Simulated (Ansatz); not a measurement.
Reaction (substitution at a C–Te bond): `C=C([SiH3])[TeH]` + CH₃OH → `C=C([SiH3])OC` + H₂Te

Isolated molecules relaxed with PBE0-D4/def2-TZVP in Ansatz; ΔE leaves out vibrations. CCSD(T)/CBS adds triple-zeta CCSD(T) − MP2 to the extrapolated MP2 energy (def2 sets, frozen cores). This one scheme is used for every species. Functionals use def2-TZVPP. B3LYP here is the variant with VWN-RPA as its local correlation; programs differ in this. def2 core potentials past Kr. For Te outer-core shells are correlated without core-valence functions, which leaves a few kJ/mol of doubt a bond. One conformer a species, not always the lowest.

| level | ΔE (kJ/mol) | difference from CCSD(T)/CBS |
| --- | --- | --- |
| r2SCAN-D4 | 9.9 | -17.5 |
| B3LYP-D4 | 13.4 | -14.0 |
| ωB97X-V | 8.0 | -19.4 |
| PBE0 | 11.6 | -15.8 |
| HF/def2-TZVPP | 6.5 | -20.9 |
| MP2/def2-TZVPP | 30.3 | 2.9 |
| CCSD(T)/def2-TZVPP | 19.7 | -7.7 |
| MP2/def2-QZVPP | 35.1 | 7.7 |
| SCS-MP2/def2-QZVPP | 30.9 | 3.5 |
| MP2/CBS(def2) | 37.9 | 10.5 |
| CCSD(T)/CBS | 27.4 | 0 |

Largest T1 diagnostic among the species: 0.013.

The D4 term adds +5.0 kJ/mol with B3LYP and +2.4 kJ/mol with PBE0; it sums over pairs of atoms, weighted by their polarisabilities, and B3LYP, whose exchange is more repulsive, gets the larger term. In def2-TZVPP, CCSD(T) changes the Hartree–Fock value by +13.3 kJ/mol (the triples alone add +1.7 kJ/mol) and MP2 by +23.9 kJ/mol.

CCSD(T)/CBS has its own doubt, a few kJ/mol and more with outer-core shells, so smaller differences from it don't rank the levels.
